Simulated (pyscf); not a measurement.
Routes from •H₂Si–CH₂–Cl

Candidate steps break at most two bonds and form at most two. Each was searched with GFN2-xTB (tblite) first. PySCF, gas phase, ωB97X-D3(BJ)/def2-SVP geometries. MP2 and CC: frozen core, UHF for open shells. ΔMP2 is the change of the MP2 total energy from the triple- to the quadruple-zeta basis. Energies: CCSD(T)/def2-TZVPP + ΔMP2(QZVPP), kcal/mol, from the reactant's lowest minimum found, doublet surface; ΔG‡ with ideal gas, 1 atm, RRHO with modes under 100 cm⁻¹ raised to 100, one conformer, R ln 2 for chiral ones without a mode under 150 cm⁻¹.

```csv
products,type,ΔE‡,ΔE,ΔG‡ 298 K,ΔG‡ 900 K,ν‡ (cm⁻¹)
•H₂C–SiH₂–Cl,group migration,21.0,-30.5,19.5,19.9,608i
H₃Si–CH•–Cl,hydrogen shift,48.4,+4.4,44.0,43.1,1831i
```

Plain bond fissions and candidates not yet searched are not listed, and one of them may be faster. Each barrier is that of the saddle found; lower ones may exist. The CCSD(T) − MP2 part came from Ansatz, without density fitting, on the same reference.
